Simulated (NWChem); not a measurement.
Program: NWChem. System: CF₂, charge 0, spin multiplicity 3, at a geometry optimised with UPBE/def2-SVP. The structure started from a generated list of species. Its SCF solution wasn't tested for a lower state. Level: UHF/def2-TZVP.

Job file:

```
start mol
memory heap 200 mb stack 900 mb global 1100 mb
geometry units angstroms nocenter noautoz
  F      1.146797     0.000000    -0.164680
  C      0.000000     0.000000     0.494040
  F     -1.146797     0.000000    -0.164680
  symmetry group C2v
end
basis spherical
  * library def2-tzvp
end
scf
  uhf
  nopen 2
  maxiter 100
  thresh 1e-7
  semidirect memsize 60000000 filesize 0
  # guess.movecs holds the orbitals of an unrestricted PBE0 run
  vectors input guess.movecs output mol.movecs
end
task scf energy
```

NWChem printed:

```
             Northwest Computational Chemistry Package (NWChem) 7.3.0
             --------------------------------------------------------

                                NWChem Input Module
                                -------------------

 Scaling coordinates for geometry "geometry" by  1.889725989
 (inverse scale =  0.529177249)

 Turning off AUTOSYM since
 SYMMETRY directive was detected!

                             Geometry "geometry" -> ""
                             -------------------------

 Output coordinates in angstroms (scale by  1.889725989 to convert to a.u.)

  No.       Tag          Charge          X              Y              Z
 ---- ---------------- ---------- -------------- -------------- --------------
    1 F                    9.0000     1.14679700     0.00000000    -0.16468000
    2 C                    6.0000     0.00000000     0.00000000     0.49404000
    3 F                    9.0000    -1.14679700     0.00000000    -0.16468000

 Effective nuclear repulsion energy (a.u.)      61.9021608260

            Nuclear Dipole moment (a.u.)
            ----------------------------
        X                 Y               Z
 ---------------- ---------------- ----------------
     0.0000000000     0.0000000000     0.0000000000

      Symmetry information
      --------------------

 Group name             C2v
 Group number             16
 Group order               4
 No. of unique centers     2

      Symmetry unique atoms

     1    2


 Summary of "ao basis" -> "" (spherical)
 ------------------------------------------------------------------------------
       Tag                 Description            Shells   Functions and Types
 ---------------- ------------------------------  ------  ---------------------
 *                         def2-tzvp                  on all atoms

 Summary of "ao basis" -> "ao basis" (spherical)
 ------------------------------------------------------------------------------
       Tag                 Description            Shells   Functions and Types
 ---------------- ------------------------------  ------  ---------------------
[...]
 Vector   14  Occ=0.000000D+00  E= 2.402703D-01  Symmetry=a1
              MO Center= -4.8D-16, -6.4D-16, -3.6D-01, r^2= 4.0D+00
   Bfn.  Coefficient  Atom+Function         Bfn.  Coefficient  Atom+Function
  ----- ------------  ---------------      ----- ------------  ---------------
    36      1.903604  2 C  s                 45     -1.435760  2 C  pz
     5     -1.314849  1 F  s                 67     -1.314849  3 F  s
    12      0.510065  1 F  px                74     -0.510065  3 F  px
    42     -0.266790  2 C  pz                35      0.226933  2 C  s
    55      0.154143  2 C  d  2

 center of mass
 --------------
 x =   0.00000000 y =   0.00000000 z =  -0.01242888

 moments of inertia (a.u.)
 ------------------
          14.131407861701           0.000000000000           0.000000000000
           0.000000000000         192.581916759520           0.000000000000
           0.000000000000           0.000000000000         178.450508897819

  Mulliken analysis of the total density
  --------------------------------------

    Atom       Charge   Shell Charges
 -----------   ------   -------------------------------------------------------
    1 F    9     9.22   0.77  1.20  0.60  1.02  0.33  2.23  2.26  0.80  0.00  0.02  0.00
    2 C    6     5.55   0.85  1.13  0.50  0.56  0.10  1.09  0.99  0.15  0.04  0.13  0.03
    3 F    9     9.22   0.77  1.20  0.60  1.02  0.33  2.23  2.26  0.80  0.00  0.02  0.00

  Mulliken analysis of the alpha density
  --------------------------------------

    Atom       Charge   Shell Charges
 -----------   ------   -------------------------------------------------------
    1 F    9     4.64   0.39  0.60  0.30  0.51  0.16  1.16  1.15  0.36  0.00  0.01  0.00
    2 C    6     3.71   0.43  0.56  0.34  0.40  0.09  0.87  0.80  0.13  0.02  0.07  0.01
    3 F    9     4.64   0.39  0.60  0.30  0.51  0.16  1.16  1.15  0.36  0.00  0.01  0.00

   Mulliken analysis of the beta density
   -------------------------------------

    Atom       Charge   Shell Charges
 -----------   ------   -------------------------------------------------------
    1 F    9     4.58   0.39  0.60  0.29  0.51  0.17  1.07  1.11  0.43  0.00  0.01  0.00
    2 C    6     1.84   0.42  0.57  0.16  0.16  0.00  0.22  0.19  0.02  0.02  0.06  0.01
    3 F    9     4.58   0.39  0.60  0.29  0.51  0.17  1.07  1.11  0.43  0.00  0.01  0.00

   Mulliken analysis of the spin density
   -------------------------------------

    Atom       Charge   Shell Charges
 -----------   ------   -------------------------------------------------------
    1 F    9     0.06   0.00 -0.00  0.01  0.00 -0.01  0.09  0.04 -0.07  0.00  0.00  0.00
    2 C    6     1.87   0.01 -0.01  0.18  0.25  0.09  0.65  0.61  0.11  0.00  0.00 -0.00
    3 F    9     0.06   0.00 -0.00  0.01  0.00 -0.01  0.09  0.04 -0.07  0.00  0.00  0.00

       Multipole analysis of the density wrt the origin
       ------------------------------------------------

     L   x y z        total         alpha         beta         nuclear
     -   - - -        -----         -----         ----         -------
     0   0 0 0     -0.000000    -13.000000    -11.000000     24.000000

     1   1 0 0      0.000000      0.000000      0.000000      0.000000
     1   0 1 0     -0.000000      0.000000     -0.000000      0.000000
     1   0 0 1      0.326431     -1.096344      1.422775      0.000000

     2   2 0 0    -12.560083    -49.592748    -47.503642     84.536307
     2   1 1 0      0.000000      0.000000      0.000000      0.000000
     2   1 0 1      0.000000      0.000000     -0.000000      0.000000
     2   0 2 0    -11.031320     -6.709398     -4.321922      0.000000
     2   0 1 1      0.000000      0.000000     -0.000000      0.000000
     2   0 0 2    -10.678299    -11.453476     -6.197698      6.972875

 Task  times  cpu:        1.7s     wall:        1.7s

 Total times  cpu:        1.8s     wall:        1.8s
```
